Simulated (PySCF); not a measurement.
boroxine (B₃H₃O₃), SMILES B1OBOBO1. Atoms are numbered in the order given.

```xyz
9

B     -1.3751     0.0000     0.0000
O     -0.6833    -1.1835     0.0000
B      0.6875    -1.1909     0.0000
O      1.3666     0.0000     0.0000
B      0.6875     1.1909     0.0000
O     -0.6833     1.1835     0.0000
H     -2.5767     0.0000     0.0000
H      1.2884    -2.2315     0.0000
H      1.2884     2.2315     0.0000
```
Charge 0, spin multiplicity 1.

Coordinates come from a PBE0-D3(BJ)/def2-SVP optimisation.

All values below come from PySCF with B3LYP/def2-TZVP.

ESP charges are fitted to the potential on shells at 1.4 to 2.0 van der Waals radii. Atomic charges (e):

```csv
atom,ESP fit,Mulliken,Löwdin
B1,0.88,[?],-0.56
O2,-0.72,[?],0.49
B3,0.89,[?],-0.56
O4,-0.72,[?],0.49
B5,0.89,[?],-0.56
O6,-0.72,[?],0.49
H7,-0.17,[?],0.06
H8,-0.17,[?],0.06
H9,-0.17,[?],0.06
```

Task: Complete the blanks. (The exact figures need the calculation; the answer reports its results.)

Result: 
- B1, Mulliken: 0.28
- O2, Mulliken: -0.28
- B3, Mulliken: 0.28
- O4, Mulliken: -0.28
- B5, Mulliken: 0.28
- O6, Mulliken: -0.28
- H7, Mulliken: 0.00
- H8, Mulliken: 0.00
- H9, Mulliken: 0.00

Task: Give the Mayer and Wiberg (Löwdin basis) orders of the bonds. (The exact figures need the calculation; the answer reports its results.)

Result: 
```
bond   Mayer  Wiberg
-----  -----  ------
B1–O2   1.19    1.70
O2–B3   1.19    1.70
B3–O4   1.19    1.70
O4–B5   1.19    1.70
B1–O6   1.19    1.70
B5–O6   1.19    1.70
B1–H7   0.98    0.90
B3–H8   0.98    0.90
B5–H9   0.98    0.90
```
